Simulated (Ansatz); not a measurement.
B₆P₆. The state is a singlet with charge 0. Geometry PBE-D4/def2-SVP.

Cartesian coordinates in Å:
```
B -1.277 -1.590 -0.465
B 0.189 0.728 -0.883
B -0.219 0.156 1.111
B 1.151 -0.436 0.126
B 1.296 1.036 0.601
B -0.388 1.753 0.759
P -0.491 -0.779 -2.005
P 1.024 -2.096 -0.836
P -0.225 2.596 -1.034
P -1.537 -1.188 1.400
P 1.111 2.939 0.812
P -0.637 -3.119 0.415
```

B3LYP takes the VWN-RPA correlation. The structure comes from a short search, and lower isomers may exist.

(1) Estimate the orbital energies around the gap (eV) in Ansatz with PBE-D4/def2-TZVP, B97M-V/def2-TZVP, B3LYP-D4/6-31G, PBE0-D4/def2-SVP, PBE0-D4/def2-TZVP.

Answers

(1) 
| orbital | PBE-D4/def2-TZVP | B97M-V/def2-TZVP | B3LYP-D4/6-31G | PBE0-D4/def2-SVP | PBE0-D4/def2-TZVP |
| --- | --- | --- | --- | --- | --- |
| HOMO−13 | -10.12 | -10.57 | -11.45 | -11.62 | -11.53 |
| HOMO−12 | -9.71 | -10.11 | -10.98 | -11.13 | -11.00 |
| HOMO−11 | -9.18 | -9.52 | -10.36 | -10.55 | -10.40 |
| HOMO−10 | -8.68 | -9.02 | -9.80 | -10.02 | -9.91 |
| HOMO−9 | -8.48 | -8.78 | -9.47 | -9.73 | -9.60 |
| HOMO−8 | -7.88 | -8.18 | -8.94 | -9.13 | -9.02 |
| HOMO−7 | -7.75 | -8.02 | -8.72 | -8.92 | -8.80 |
| HOMO−6 | -7.55 | -7.82 | -8.54 | -8.72 | -8.59 |
| HOMO−5 | -7.32 | -7.61 | -8.24 | -8.49 | -8.40 |
| HOMO−4 | -6.97 | -7.22 | -7.92 | -8.11 | -8.00 |
| HOMO−3 | -6.64 | -6.87 | -7.55 | -7.71 | -7.61 |
| HOMO−2 | -6.15 | -6.36 | -7.08 | -7.21 | -7.08 |
| HOMO−1 | -5.94 | -6.12 | -6.79 | -6.96 | -6.85 |
| HOMO | -5.58 | -5.76 | -6.44 | -6.58 | -6.46 |
| LUMO | -3.83 | -3.66 | -3.38 | -3.21 | -3.14 |
| LUMO+1 | -3.71 | -3.53 | -3.12 | -3.07 | -3.01 |
| LUMO+2 | -2.71 | -2.49 | -2.12 | -1.86 | -1.92 |
| LUMO+3 | -2.33 | -2.08 | -1.72 | -1.47 | -1.51 |
| LUMO+4 | -2.21 | -1.94 | -1.50 | -1.31 | -1.39 |
| LUMO+5 | -2.13 | -1.87 | -1.46 | -1.25 | -1.30 |
